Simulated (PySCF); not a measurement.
Job file and geometry (Å, from GFN2-xTB) of a spin–spin coupling run on SMILES BCCC, C3H9B, B3LYP/pcJ-1 indirect spin-spin coupling, non-relativistic, gas phase in PySCF; density fitting, a coarse starting grid and PySCF grid level 2 are the driver's defaults:

```
$ OMP_NUM_THREADS=1 python probes_run.py task.json out

{"job": {"kind": "j", "xc": "B3LYP", "basis": "pcJ-1"}, "charge": 0, "multiplicity": 1}
B      1.999390     0.697165     0.524560
C      0.510176     0.658735     0.038178
C     -0.253867    -0.654316     0.224725
C     -1.684027    -0.561710    -0.295760
H      2.516720    -0.245555     0.984160
H      2.604264     1.692904     0.415457
H     -0.049089     1.462121     0.531212
H      0.486269     0.930104    -1.023971
H      0.269985    -1.456241    -0.299597
H     -0.273229    -0.912295     1.285548
H     -2.208031    -1.504855    -0.156090
H     -1.689683    -0.321109    -1.357386
H     -2.233266     0.215541     0.232642
```

**Question.** What does the program print?

**Answer.** 
```
coarse grid: 9928 points
cycle   1  E = -144.5025815918  dE =  1.966e-02  |g| = 4.343e-01  |ddm| = 2.555e+00
cycle   2  E = -144.4823336575  dE =  2.025e-02  |g| = 5.199e-01  |ddm| = 7.916e-01
cycle   3  E = -144.5536096816  dE = -7.128e-02  |g| = 3.661e-02  |ddm| = 4.587e-01
cycle   4  E = -144.5538782378  dE = -2.686e-04  |g| = 1.777e-02  |ddm| = 4.860e-02
cycle   5  E = -144.5539574805  dE = -7.924e-05  |g| = 3.660e-03  |ddm| = 1.561e-02
cycle   6  E = -144.5539602237  dE = -2.743e-06  |g| = 9.954e-04  |ddm| = 2.923e-03
final grid: 93184 points
cycle   7  E = -144.5853422066  dE = -8.164e-05  |g| = 5.901e-03  |ddm| = 1.822e-02
cycle   8  E = -144.5853378128  dE =  4.394e-06  |g| = 7.143e-03  |ddm| = 9.746e-03
cycle   9  E = -144.5853507111  dE = -1.290e-05  |g| = 3.170e-04  |ddm| = 5.511e-03
cycle  10  E = -144.5853507247  dE = -1.358e-08  |g| = 1.972e-04  |ddm| = 3.975e-04
cycle  11  E = -144.5853507340  dE = -9.362e-09  |g| = 2.896e-05  |ddm| = 1.537e-04
cycle  12  E = -144.5853507342  dE = -1.762e-10  |g| = 8.341e-06  |ddm| = 2.675e-05
converged SCF energy = -144.5853507342

Indirect spin-spin couplings (Hz)
  i      j    bonds     total        FC       PSO       DSO        SD
  0 B    1 C    1     49.024    51.409    -2.794     0.146     0.265
  0 B    2 C    2     -0.728    -0.680    -0.016    -0.026    -0.006
  0 B    3 C    3      6.990     6.871     0.155    -0.088     0.053
  0 B    4 H    1    130.190   131.264    -1.977     0.344     0.559
  0 B    5 H    1    127.823   128.856    -1.903     0.317     0.553
  0 B    6 H    2     -3.661    -3.505     0.008    -0.338     0.175
  0 B    7 H    2     -3.612    -3.526     0.039    -0.324     0.199
  0 B    8 H    3      2.214     2.450    -0.137    -0.071    -0.028
  0 B    9 H    3      2.168     2.391    -0.122    -0.073    -0.029
  0 B   10 H    4      1.316     1.327     0.357    -0.377     0.008
  0 B   11 H    4     -0.231    -0.230     0.284    -0.297     0.011
  0 B   12 H    4     -0.233    -0.235     0.288    -0.298     0.012
  1 C    2 C    1     33.197    33.194    -0.178     0.180         -
  1 C    3 C    2     -1.259    -0.984    -0.265    -0.010         -
  1 C    4 H    2      3.847     4.330    -0.293    -0.190         -
  1 C    5 H    2      5.001     5.489    -0.307    -0.180         -
  1 C    6 H    1    119.252   116.943     1.551     0.758         -
  1 C    7 H    1    118.112   115.769     1.582     0.761         -
  1 C    8 H    2     -2.340    -2.351     0.192    -0.181         -
  1 C    9 H    2     -2.330    -2.341     0.190    -0.179         -
  1 C   10 H    3     11.050    11.112     0.394    -0.456         -
  1 C   11 H    3      2.820     2.843    -0.001    -0.022         -
  1 C   12 H    3      2.751     2.774     0.001    -0.024         -
  2 C    3 C    1     33.701    33.802    -0.262     0.160         -
  2 C    4 H    3      7.245     7.193     0.010     0.042         -
  2 C    5 H    3      8.973     9.007     0.280    -0.315         -
  2 C    6 H    2     -3.183    -3.238     0.207    -0.153         -
  2 C    7 H    2     -3.495    -3.547     0.204    -0.152         -
  2 C    8 H    1    132.958   131.206     0.956     0.796         -
  2 C    9 H    1    132.721   130.963     0.962     0.796         -
  2 C   10 H    2     -2.889    -2.893     0.240    -0.236         -
  2 C   11 H    2     -3.941    -3.982     0.260    -0.219         -
  2 C   12 H    2     -3.971    -4.012     0.261    -0.219         -
  3 C    4 H    4     -0.151    -0.160     0.232    -0.223         -
  3 C    5 H    4      0.959     0.948     0.247    -0.236         -
  3 C    6 H    3      3.260     3.278    -0.018    -0.000         -
  3 C    7 H    3      3.352     3.371    -0.018    -0.001         -
  3 C    8 H    2     -2.949    -2.919     0.208    -0.238         -
  3 C    9 H    2     -2.987    -2.957     0.208    -0.237         -
  3 C   10 H    1    129.851   128.002     1.284     0.565         -
  3 C   11 H    1    131.323   129.474     1.252     0.597         -
  3 C   12 H    1    131.269   129.419     1.253     0.597         -
  4 H    5 H    2      5.532     5.819     1.978    -2.265         -
  4 H    6 H    3      1.975     2.153     1.644    -1.822         -
  4 H    7 H    3      1.300     1.466     1.591    -1.757         -
  4 H    8 H    4     -0.158    -0.133    -0.537     0.512         -
  4 H    9 H    4     -0.164    -0.135    -0.475     0.446         -
  4 H   10 H    5     -0.173    -0.136     0.747    -0.783         -
  5 H    6 H    3      1.276     1.377     0.441    -0.542         -
  5 H    7 H    3      0.767     0.863     0.478    -0.574         -
  5 H    8 H    4     -0.388    -0.263     0.992    -1.118         -
  5 H    9 H    4     -0.402    -0.281     0.977    -1.099         -
  5 H   10 H    5      0.262     0.314     0.996    -1.048         -
  6 H    7 H    2    -22.668   -22.893     2.208    -1.983         -
  6 H    8 H    3     14.252    14.350     2.801    -2.899         -
  6 H    9 H    3      3.749     3.843     0.463    -0.558         -
  6 H   10 H    4     -0.191    -0.094     1.494    -1.591         -
  6 H   11 H    4     -0.206    -0.090     0.429    -0.545         -
  7 H    8 H    3      3.734     3.827     0.466    -0.559         -
  7 H    9 H    3     14.349    14.447     2.799    -2.897         -
  7 H   10 H    4     -0.171    -0.074     1.489    -1.587         -
  7 H   12 H    4     -0.205    -0.089     0.444    -0.560         -
  8 H    9 H    2    -13.231   -13.365     2.448    -2.313         -
  8 H   10 H    3      3.487     3.617     0.455    -0.585         -
  8 H   11 H    3      4.134     4.255     0.510    -0.631         -
  8 H   12 H    3     15.073    15.195     2.843    -2.965         -
  9 H   10 H    3      3.410     3.540     0.465    -0.596         -
  9 H   11 H    3     15.075    15.197     2.844    -2.967         -
  9 H   12 H    3      4.241     4.360     0.493    -0.612         -
 10 H   11 H    2    -13.342   -13.427     2.890    -2.805         -
 10 H   12 H    2    -13.389   -13.475     2.887    -2.802         -
 11 H   12 H    2    -12.991   -13.091     2.816    -2.717         -
```

Size and cost of the density-fitted run: 198 basis functions, 33 s wall time on 1 thread of an Arm Neoverse N1, shared host; peak memory 0.8 GiB.
